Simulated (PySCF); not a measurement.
Functional benchmark on one molecule

Molecule: SMILES CSCc1ccco1, C₆H₈OS.

Geometry:
| atom | x (Å) | y (Å) | z (Å) |
| --- | --- | --- | --- |
| C1 | 2.427 | 0.974 | 0.112 |
| S2 | 2.022 | -0.107 | -1.275 |
| C3 | 0.807 | -1.214 | -0.476 |
| C4 | -0.527 | -0.618 | -0.246 |
| C5 | -1.718 | -0.712 | -0.910 |
| C6 | -2.635 | 0.137 | -0.214 |
| C7 | -1.930 | 0.680 | 0.817 |
| O8 | -0.658 | 0.228 | 0.804 |
| H9 | 3.161 | 1.702 | -0.263 |
| H10 | 1.541 | 1.513 | 0.476 |
| H11 | 2.882 | 0.408 | 0.939 |
| H12 | 0.706 | -2.070 | -1.158 |
| H13 | 1.238 | -1.587 | 0.467 |
| H14 | -1.913 | -1.314 | -1.795 |
| H15 | -3.682 | 0.316 | -0.449 |
| H16 | -2.187 | 1.372 | 1.614 |

Geometry PBE0-D3(BJ)/def2-SVP throughout; GIAO in PySCF 2.14, gas phase, one conformer, non-relativistic; equivalent atoms averaged; basis pcSseg-1.

Reference values (estimated from measurements, as parent shift plus tabulated substituent increments; solution, not stated per compound (mostly CDCl3 or CCl4); Pretsch, Buehlmann, Badertscher, Structure Determination of Organic Compounds, 4th ed. (2009)): δ(H14) = 6.17 ppm, δ(H15) = 6.29 ppm, δ(H16) = 7.34 ppm. Computed shifts are taken against TMS, calculated as an isolated molecule at each level.

**Question.** How do the functionals BLYP, BP86, KT2, KT3, B3LYP, PBE0, mPW1PW91, B97-2 perform against the reference? Times are CPU seconds on shared hosts with different chips, so compare them loosely.

**Answer.** 
```tsv
functional	kind	H14	H15	H16	mean abs. error H	core-s
BLYP	GGA	6.03	6.28	7.10	0.13	53
BP86	GGA	6.13	6.38	7.18	0.10	52
KT2	GGA	6.07	6.31	7.22	0.08	37
KT3	GGA	6.04	6.27	7.19	0.10	35
B3LYP	global hybrid	6.14	6.38	7.19	0.09	40
PBE0	global hybrid	6.25	6.48	7.28	0.11	23
mPW1PW91	global hybrid	6.24	6.47	7.27	0.11	40
B97-2	global hybrid	6.20	6.43	7.25	0.09	23
```

For ¹H the closest is KT2 (0.08 ppm, with B97-2, B3LYP, BP86, KT3, mPW1PW91 practically level) and the furthest BLYP (0.13 ppm). One molecule is a small sample, and vibrational and solvent effects are absent from the calculation.
